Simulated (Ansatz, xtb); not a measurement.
## C3H5BN2: 4 structures ranked

4 gas-phase structures of C3H5BN2, from a drawn sample of its isomers (lower ones may exist). Each was relaxed with GFN2-xTB:

A. `Bc1c[nH]cn1`, a singlet
B. `Bc1cnc[nH]1`, a singlet
C. `Bn1ccnc1`, a singlet
D. `Bc1ncc[nH]1`, a singlet

Which do you expect lowest at r2SCAN-D4/def2-SVP//GFN2-xTB, and how would the others follow?

Calculated order at r2SCAN-D4/def2-SVP//GFN2-xTB: C (0.0), B (9.9), D (13.5), A (15.9) kcal/mol.

Energies above the lowest of each column, in kcal/mol; the last columns are at r2SCAN-D4/def2-SVP geometries:

```tsv
structure	GFN2-xTB	HF/STO-3G	r2SCAN-D4/def2-SVP//GFN2-xTB	r2SCAN-D4/def2-SVP	CCSD(T)/def2-SVP + ΔMP2/def2-TZVPP
C	0.0	0.0	0.0	0.0	0.0
B	18.2	22.5	9.9	10.2	13.4
D	20.7	24.8	13.5	13.7	17.1
A	23.3	25.8	15.9	15.9	18.1
```

Every level run on C puts it lowest or level with the lowest. Flexible structures stand in one conformer each, not always the lowest. ΔMP2 is the change of the MP2 energy from the smaller to the larger basis.

Over these structures GFN2-xTB departs from r2SCAN-D4/def2-SVP//GFN2-xTB by 2.9 kcal/mol on average once a common shift is removed. A GFN2-xTB relaxation took about 0.05 s and the r2SCAN-D4/def2-SVP//GFN2-xTB energy about 0.94 s on a shared host (Ansatz 0.2.0, xtb 6.7.1).
